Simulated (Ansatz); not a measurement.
## A basis-limit estimate, worked out

An elementary step of AlSiH4ClF2, singlet (AlSiH₄ClF₂ ([F][Al]([F])([SiH3])[ClH]) → AlSiH₂ClF₂ ([F][Al]([F])([SiH2])[Cl]) + H₂; Si–H, H–Cl broken or loosened, Al–Cl, Si–H, H–H formed or tightened). “Start” and “end” are the PBE0-D4/def2-TZVP structures reached by relaxing down either side of its saddle point, with the molecules still in contact.

Computed with Ansatz 0.2.0 (basis: def2-TZVPP and def2-QZVPP); correlated methods freeze the cores.

Energies in eV:

| quantity | end | start |
| --- | --- | --- |
| Hartree–Fock, triple zeta (X = 3) | -32431.48196 | -32431.70766 |
| Hartree–Fock, quadruple zeta (X = 4) | -32432.56672 | -32432.78306 |
| MP2 correlation, X = 3 | -24.95678 | -24.85792 |
| MP2 correlation, X = 4 | -27.31671 | -27.17688 |
| CCSD(T) correlation, X = 3 | -26.98859 | -26.95197 |

Work out the step energy at the basis limit: extrapolate Hartree–Fock as E(X) = E∞ + A exp(−7.88 √X) and the MP2 correlation as E(X) = E∞ + B X^−2.97 (the exponents that Neese and Valeev fitted for def2-TZVPP and QZVPP), then add CCSD(T) − MP2 in triple zeta.

Each step is linear, so take the differences first (end − start): Hartree–Fock 0.22570 (X = 3) and 0.21634 (X = 4); MP2 correlation -0.09886 and -0.13983; CCSD(T) correlation -0.03662.
Two points give E∞ = E(4) + w [E(4) − E(3)], with w = 1/(exp(7.88 (2 − √3)) − 1) = 0.1377 for Hartree–Fock and w = 1/((4/3)^2.97 − 1) = 0.7407 for the correlation.
Hartree–Fock: 0.21634 + 0.1377 × (-0.00936) = 0.2151 eV.
MP2 correlation: -0.13983 + 0.7407 × (-0.04097) = -0.1702 eV.
CCSD(T) − MP2: -0.03662 − (-0.09886) = 0.0622 eV.
Sum: 0.2151 + (-0.1702) + 0.0622 = 0.1071 eV, or 2.47 kcal/mol. Plain CCSD(T) in triple zeta gives 0.1891 eV, so the larger basis shifts the result by -0.0820 eV.

No T1 diagnostic of these runs exceeds 0.013.

Labels in which every atom is bracketed show which atoms are joined, not bond orders.

For scale, one of the runs: CCSD(T)/def2-TZVPP, 244 basis functions, launched by `ansatz run in.yaml --threads 4 --pin off --events-out ev --progress --plain --max-ram 9574MiB`. Time: 2.5 min of wall clock on 4 CPU threads of an AMD EPYC 7R43; the host was shared. Peak host memory: 4.6 GiB.
